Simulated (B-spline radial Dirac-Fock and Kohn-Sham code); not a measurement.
# K-line shifts caused by a second vacancy in Ce⁹⁺

System: the Ce⁹⁺ ion, configuration [Kr] 4d10 5s2 5p1.

These are calculated numbers from an atomic code on a B-spline grid; the model is ΔSCF Dirac-Fock with Breit, self-energy and vacuum polarisation, finite nucleus, configuration average. Each two-hole energy is an average over J within one jj subconfiguration, not an observable level; in light atoms, where LS coupling holds, the j-resolved values are not observed lines, and for a K spectator the Kα1 hypersatellite is nearly forbidden. The model has no electron correlation.

Lines without a spectator: Kα2 (K-L2) 34276.8 eV, Kα1 (K-L3) 34717.9 eV, Kβ3 (K-M2) 39166.3 eV, Kβ1 (K-M3) 39254.8 eV. Shifts in eV with one spectator hole (a dash: not computed, or left out as unreliable):

```tsv
spectator hole	Kα2	Kα1	Kβ3	Kβ1
K (1s)	+696.9	+727.7	+894.3	+901.2
L2 (2p1/2)	+80.8	+103.9	–	+213.3
L3 (2p3/2)	+73.1	+75.2	+180.2	–
M2 (3p1/2)	–	+13.57	+29.54	+35.4
M3 (3p3/2)	+9.09	–	+28.60	+28.28
M4 (3d3/2)	+2.25	-0.89	–	–
M5 (3d5/2)	-1.71	+0.86	–	–
```
